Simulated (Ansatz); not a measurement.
CH4Cd (SMILES [CH3][CdH]) moved off its minimum; all values from Ansatz (a quantum-chemistry and plane-wave program), cores frozen in correlated methods. Elements past Kr take the def2 small-core potentials, without spin–orbit coupling.
(charge 0, multiplicity 1)
```xyz
6

Cd    -0.2843    -0.1503    -0.0318
H     -1.7022    -0.9897    -0.2129
C      1.5620     0.7868     0.3172
H      2.0140     0.4715     1.1336
H      1.4958     1.8286     0.2019
H      2.2676     0.6300    -0.5586
```

Question: Give the forces (eV/Å), the total energy and the dipole at CCSD(T)/def2-TZVPPD.

Answer: 
```tsv
atom	Fx	Fy	Fz
Cd1	0.095	-0.139	0.114
H2	-0.202	-0.023	-0.092
C3	-0.920	0.245	-5.581
H4	2.115	-1.189	4.041
H5	-0.421	1.695	0.721
H6	-0.667	-0.588	0.798
```
Energy -207.6894 hartree, dipole 0.48 D.
